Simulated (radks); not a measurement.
Results of a calculation; reference values are marked as such.
Task: The mean radii <r> (bohr) of the occupied orbitals of an atom or ion are listed with their occupations. Level of theory: Dirac Kohn-Sham, PBE, spin-unpolarised, spherical densities, finite nucleus; Fermi nuclear charge, rms radius of each element as measured or else 0.836 A^(1/3) + 0.57 fm (a radial shooting solver on a logarithmic mesh with Libxc functionals).

| orbital | occ. | <r> |
|---|---|---|
| 1s1/2 | 2 | 0.1305 |
| 2s1/2 | 1 | 0.6767 |
| 2p1/2 | 2 | 0.6504 |
| 2p3/2 | 4 | 0.6524 |
| 3s1/2 | 2 | 2.521 |
| 3d3/2 | 1 | 8.280 |

Name the element and its charge. Open shells, if any, fill j = l - 1/2 first.

Result: Z = 12, magnesium, charge 0: Mg in [He] 2s1 2p6 3s2 3d1. The 1s radius gives Z: for a bare nucleus <r> = (2 gamma + 1)/(2Z) with gamma = sqrt(1 - (Z/c)^2), 0.1247 bohr for Z = 12, and screening makes it slightly larger (0.1305 here). The occupations add up to 12, and the charge is Z minus that.
